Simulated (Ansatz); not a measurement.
F3La, triplet, at a GFN2-xTB geometry (such geometries of metal compounds can be far from the true shape) (the multiplicity is a formal guess) (core potentials on La); HF/def2-SV(P) (Ansatz, a first-principles code).

Here is a job for Ansatz.
Ansatz 0.2 input:
```yaml
crystal:
  periodic: [false, false, false]
  atoms:
    - {symbol: La, position_ang: [0.00000000, -0.00000000, 0.00000000]}
    - {symbol: F, position_ang: [-1.73418446, -1.07254064, 0.04451376]}
    - {symbol: F, position_ang: [0.01511140, 1.88215686, -0.78547938]}
    - {symbol: F, position_ang: [1.71907306, -0.80961621, 0.74096562]}
basis:
  gaussian:
    orbitals: def2-SV_P_.json
hamiltonian:
  xc: hf
magnetization: {spin_polarized: true, initial_magnetization: 2}
```
The basis file holds def2-SV(P) in the JSON format of the Basis Set Exchange.

Write the output that Ansatz gives for this input, abridged.


```
Functional definition: HF
690 factors; integrals over basis functions are off by at most 3.5e-4 eV
mean field evaluation 1: about -8952.6734 eV, gradient 2.7e1 eV
mean field evaluation 2: about -8952.7592 eV, gradient 2.7e1 eV
mean field evaluation 4: about -8956.1140 eV, gradient 3.5e0 eV
mean field evaluation 8: about -8956.4599 eV, gradient 8.4e-1 eV
mean field evaluation 16: about -8956.5099 eV, gradient 1.4e-1 eV
mean field evaluation 32: about -8956.5114 eV, gradient 2.8e-5 eV
mean field evaluation 64: about -8956.5114 eV, gradient 2.8e-2 eV
mean field evaluation 96: about -8957.2195 eV, gradient 3.0e-1 eV
mean field evaluation 128: about -8957.1770 eV, gradient 4.2e-1 eV
mean field evaluation 160: about -8956.1234 eV, gradient 6.6e-1 eV
mean field evaluation 192: about -8953.6862 eV, gradient 6.0e0 eV
mean field evaluation 224: about -8953.2725 eV, gradient 6.0e0 eV
mean field evaluation 256: about -8953.0619 eV, gradient 8.9e-1 eV
mean field evaluation 288: about -8954.8253 eV, gradient 2.3e0 eV
mean field evaluation 320: about -8957.1612 eV, gradient 2.0e0 eV
mean field -8957.34624691 eV, -329.1764030665 hartree, gradient 1.1e-5 eV, S^2 2.007159; 4 other end points of the search recorded, 0 dependent functions left out
reference -8957.34624691 eV, -329.1764030665 hartree; 20, 18 occupied and 47, 49 virtual orbitals, 690 factors
Total energy: -8957.34624691 eV, -329.1764030665 hartree
```
